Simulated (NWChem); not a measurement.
Species: BeH2SeO; SMILES [OH][Be][SeH]

```xyz
5

Be     0.0089    -1.2037    -0.0140
O      0.0178    -2.6093    -0.0419
H      0.0283    -3.3881     0.5073
Se     0.0362     0.8297    -0.0034
H     -1.4363     0.8666     0.0007
```
Atoms are numbered in this order, from 1.

Results from NWChem. Medium grid unless said otherwise, to which SCAN and Minnesota functionals are sensitive. Coordinates come from a PBE0/def2-SVP optimisation. Hybrids' shares of exact exchange are those that their runs print; pure functionals count as 0. The functionals differ in more than this share.

| row | share of exact exchange | orbital gap (eV) |
|---|---|---|
| PBE/def2-TZVP | 0.00 | 4.76 |
| r2SCAN/def2-TZVP | 0.00 | 5.55 |
| TPSSh/def2-TZVP | 0.10 | withheld |
| B3LYP/def2-TZVP | 0.20 | 6.05 |
| M06-2X/def2-TZVP | 0.54 | 7.99 |
| Hartree-Fock/def2-TZVP | 1.00 | 10.88 |

Fit a straight line of the last column on the one before it, predict the withheld value, and compare with the run.


1. Means of the 5 shown rows: x = 0.348, y = 7.046. Slope Σ(x − x̄)(y − ȳ)/Σ(x − x̄)² = 4.145/0.7261 = 5.708; intercept 5.060.
2. The shown rows scatter about the line by 0.279 (root mean square); the largest residual is +0.49, at r2SCAN/def2-TZVP.
3. At x = 0.10 (TPSSh/def2-TZVP; inside the shown range) the line gives 5.63.
4. The run gives 5.74, +0.11 from the line, 0.4 times the scatter.
